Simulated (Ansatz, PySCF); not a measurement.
Reaction 1.5 R1 → P1, each structure at its B3LYP-D3(BJ)/def2-TZVP stationary point, reached from a drawn start (curvature not checked).
R1, O2 (SMILES O=O) (charge 0, multiplicity 3):
```xyz
2

O      0.0000     0.0000     0.6022
O      0.0000     0.0000    -0.6022
```
P1: O3 (SMILES O=[O+][O-]), charge 0, multiplicity 1.

P less R. No zero-point or thermal terms; singlets are restricted closed shells; open shells are unrestricted; no spin–orbit coupling.

Codes used: Ansatz (a quantum-chemistry and plane-wave program) with Gaussian orbitals; PySCF for the D3/D4 terms. All values are computed, each at the level named.

Problem. One of these levels gives 188.5 kJ/mol for the reaction energy. Name it.
A) B3LYP-D3(BJ)/def2-TZVPP
B) HF/cc-pVDZ
C) SVWN5/def2-TZVPP
D) PBE-D3(BJ)/def2-TZVPP

Solution. A, B3LYP-D3(BJ)/def2-TZVPP. The others give 448.4 (HF/cc-pVDZ), 86.1 (SVWN5/def2-TZVPP), 130.1 (PBE-D3(BJ)/def2-TZVPP)
